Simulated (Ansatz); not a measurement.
Basis-set extrapolation for CH9NSi3 (`C[Si]N([SiH3])[SiH3]`) (PBE0-D4/def2-TZVP geometry, frozen core, Ansatz). Multiplicity 1, RHF reference.

```csv
,def2-TZVPP,def2-QZVPP
HF,-964.459986,-964.492173
MP2 correlation,-0.747123,-0.798959
CCSD(T) correlation,-0.848608,not run
```

Energies in hartree. Use E(X) = E(∞) + A·exp(−7.88·√X) for Hartree–Fock and E(X) = E(∞) + B·X^(−2.97) for correlation, with X = 3 and 4, and add CCSD(T) minus MP2 of the smaller set to the MP2 limit.

Question: What is the CCSD(T) energy at the basis-set limit?

Answer: HF limit: -964.492173 + (-0.032187) × 0.13774 = -964.49661. MP2 limit: -0.798959 + (-0.051836) × 0.74074 = -0.83736. Higher-order term: -0.848608 − (-0.747123) = -0.10149. Total: -965.43546 hartree, 79.6 kcal/mol below CCSD(T)/def2-TZVPP.
